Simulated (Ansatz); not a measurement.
Program: Ansatz. Geometries: PBE0-D4/def2-TZVP. ΔE: electronic, gas phase. CBS: MP2 limit from def2 TZ/QZ plus the TZ coupled-cluster correction, frozen cores. Functionals use def2-TZVPP. Each species was taken in one conformer, which may not be the lowest.

`C#C[Si](Cl)(Cl)C#C` + `COC(=O)O` → `C#COC(=O)OC` + `C#C[SiH](Cl)Cl`  (substitution at a C–Si bond)

| species | r2SCAN energy (Eh) |
| --- | --- |
| `C#C[Si](Cl)(Cl)C#C` | -1363.43083 |
| `COC(=O)O` | -304.28917 |
| `C#COC(=O)OC` | -380.37408 |
| `C#C[SiH](Cl)Cl` | -1287.28731 |

(1) Work out ΔE.

Largest T1 diagnostic among the species: 0.014.

## Answers

(1) ΔE = (-380.37408) + (-1287.28731) − (-1363.43083) − (-304.28917) = 0.05861 Eh = +1.59 eV. CCSD(T)/CBS gives +1.70 eV.

In def2-TZVPP, CCSD(T) changes the Hartree–Fock value by +0.08 eV (the triples alone add +0.01 eV) and MP2 by +0.16 eV. From BLYP to BHLYP (50 % exact exchange), in def2-TZVPP and without D4, ΔE moves by +0.10 eV.
